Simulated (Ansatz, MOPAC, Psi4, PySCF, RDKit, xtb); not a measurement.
Two geometries of SMILES O([SiH2]CC(=O)OC)[SiH3], relaxed at B3LYP-D3(BJ)/def2-SVP with one dihedral held; other torsions can differ between them too.

Structure A

```
18

C     -2.6760     0.7818    -0.6699
O     -1.9493    -0.3534    -0.1999
C     -0.8920    -0.1069     0.6144
O     -0.9352     0.6761     1.5329
C      0.2983    -0.9466     0.2687
Si     1.4384     0.0460    -0.8844
O      1.7272     1.5232    -0.2105
Si     1.6367     2.5864     1.0708
H     -2.9008     1.4759     0.1537
H     -3.6097     0.4069    -1.1076
H     -2.0928     1.3058    -1.4453
H      0.8593    -1.1851     1.1843
H     -0.0046    -1.8696    -0.2480
H      2.7096    -0.7063    -1.0713
H      0.7641     0.2314    -2.1988
H      2.7615     3.5526     0.9157
H      0.3511     3.3317     1.0306
H      1.7921     1.8687     2.3647
```

Structure B

```
18

C     -2.9017     0.8079    -0.3874
O     -2.0547    -0.2247     0.1207
C     -0.8405     0.1628     0.5486
O     -0.5560     1.3208     0.7641
C      0.1031    -0.9887     0.7187
Si     1.4916    -0.8800    -0.5755
O      2.3116     0.5363    -0.3865
Si     2.4627     2.0293     0.3408
H     -3.1381     1.5458     0.3934
H     -3.8162     0.3108    -0.7324
H     -2.4123     1.3301    -1.2237
H      0.5829    -0.9121     1.7073
H     -0.4199    -1.9524     0.6375
H      2.4116    -2.0342    -0.3816
H      0.8880    -0.9397    -1.9364
H      3.8845     2.4429     0.1603
H      1.5863     3.0326    -0.3177
H      2.1769     1.9428     1.7984
```

### Question
Which is lower in energy at the level CCSD(T) on RHF/cc-pVDZ, frozen core // B3LYP-D3(BJ)/def2-SVP run with Ansatz (a quantum-chemistry and plane-wave program), and by how much?

### Answer
B is lower, by 23.70 kJ/mol (dihedral C1–O2–C3–O4: 45° in A, 15° in B).

E(B) − E(A) in kJ/mol at the other levels, on the same two geometries: MMFF94 // B3LYP-D3(BJ)/def2-SVP (RDKit) -26.36; B3LYP/def2-TZVP // B3LYP-D3(BJ)/def2-SVP (Psi4) -23.25; B3LYP-D3(BJ)/def2-TZVP // B3LYP-D3(BJ)/def2-SVP (Psi4) -21.44; PBE/def2-TZVP // B3LYP-D3(BJ)/def2-SVP (Psi4) -23.19; PBE-D3(BJ)/def2-TZVP // B3LYP-D3(BJ)/def2-SVP (Psi4) -22.01; M06-2X/def2-TZVP // B3LYP-D3(BJ)/def2-SVP (Psi4) -22.95; RHF/cc-pVDZ // B3LYP-D3(BJ)/def2-SVP (Ansatz) -23.70; MP2 on RHF/cc-pVDZ, frozen core // B3LYP-D3(BJ)/def2-SVP (Ansatz) -24.18; CCSD on RHF/cc-pVDZ, frozen core // B3LYP-D3(BJ)/def2-SVP (Ansatz) -23.68; RHF/cc-pVTZ // B3LYP-D3(BJ)/def2-SVP (Ansatz) -23.09; MP2 on RHF/cc-pVTZ, frozen core // B3LYP-D3(BJ)/def2-SVP (Ansatz) -23.55; UFF // B3LYP-D3(BJ)/def2-SVP (RDKit) -13.51; PM7, restricted, heats of formation // B3LYP-D3(BJ)/def2-SVP (MOPAC) -10.58; PM6, restricted, heats of formation // B3LYP-D3(BJ)/def2-SVP (MOPAC) -11.62; GFN1-xTB // B3LYP-D3(BJ)/def2-SVP (xtb) -20.21; restricted B3LYP/6-31G*, spherical d, density fitting // B3LYP-D3(BJ)/def2-SVP (PySCF) -23.77; restricted Hartree-Fock/6-31G*, spherical d, density fitting // B3LYP-D3(BJ)/def2-SVP (PySCF) -23.86; restricted B3LYP/6-311+G**, spherical d, density fitting // B3LYP-D3(BJ)/def2-SVP (PySCF) -23.23; restricted BP86/6-31G*, spherical d, density fitting // B3LYP-D3(BJ)/def2-SVP (PySCF) -24.22.
